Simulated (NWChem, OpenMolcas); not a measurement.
# How basis sets differ on GeH4O2 (SMILES [OH][GeH2][OH])

GeH4O2 has 7 atoms, charge 0, and is taken as a singlet. As SMILES, `[OH][GeH2][OH]`. Geometry: relaxed at PBE0-D4/def2-TZVP. This is one conformer, not always the lowest.

Quantity: the HOMO–LUMO gap, in eV. The values are calculated.

```json
{"level": "HF/ANO-RCC-MB (DKH2)", "kind": "Hartree–Fock", "program": "OpenMolcas", "value (eV)": "18.69"}
{"level": "HF/STO-3G", "kind": "Hartree–Fock", "program": "NWChem", "value (eV)": "20.76"}
{"level": "HF/3-21G", "kind": "Hartree–Fock", "program": "NWChem", "value (eV)": "17.04"}
{"level": "HF/cc-pVDZ", "kind": "Hartree–Fock", "program": "OpenMolcas", "value (eV)": "16.63"}
{"level": "HF/pcseg-1", "kind": "Hartree–Fock", "program": "NWChem", "value (eV)": "16.35"}
{"level": "HF/def2-SVP", "kind": "Hartree–Fock", "program": "NWChem", "value (eV)": "16.66"}
```

All-electron rows without a relativistic Hamiltonian named are non-relativistic. The values span 16.35 to 20.76 eV. A Hartree–Fock LUMO above zero doesn't converge with the basis: it sinks as sets grow more diffuse. Orbital gaps aren't excitation energies.
